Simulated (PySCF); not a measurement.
Compound: SiEtCl3, C2H5Cl3Si.
SMILES: `Cl[Si](Cl)(Cl)CC`

The closed-shell ground state was solved at several levels (PySCF, density fitting, gas phase, non-relativistic). Isolated species at its PBE0-D3(BJ)/def2-SVP geometry, gas phase.

```json
{"level": "PBE0/pcSseg-1", "basis functions": "155", "HOMO (eV)": "-9.17", "LUMO (eV)": "0.10", "gap (eV)": "9.27", "dipole (D)": "2.49"}
{"level": "B3LYP/def2-SVPD", "basis functions": "185", "HOMO (eV)": "-8.86", "LUMO (eV)": "-0.54", "gap (eV)": "8.32", "dipole (D)": "2.28"}
```

Task: What might KT2/pcSseg-1 (155 basis functions) give for the same quantities?

Result: HOMO -7.92 eV, LUMO -1.08 eV, gap 6.84 eV, dipole 2.40 D.

Task: Over all these levels, which gives the widest orbital gap and which the narrowest?

Result: PBE0/pcSseg-1 (global hybrid, 25 % exact exchange) has the widest, 9.27 eV, and KT2/pcSseg-1 (GGA) the narrowest, 6.84 eV. The two share the basis. From the narrowest to the widest the HOMO moves by -1.25 eV and the LUMO by +1.18 eV.

Task: How far do the dipole and the HOMO energy spread over the levels?

Result: The dipole runs from 2.28 to 2.49 D (mean 2.39 D) and the HOMO from -9.17 to -7.92 eV.
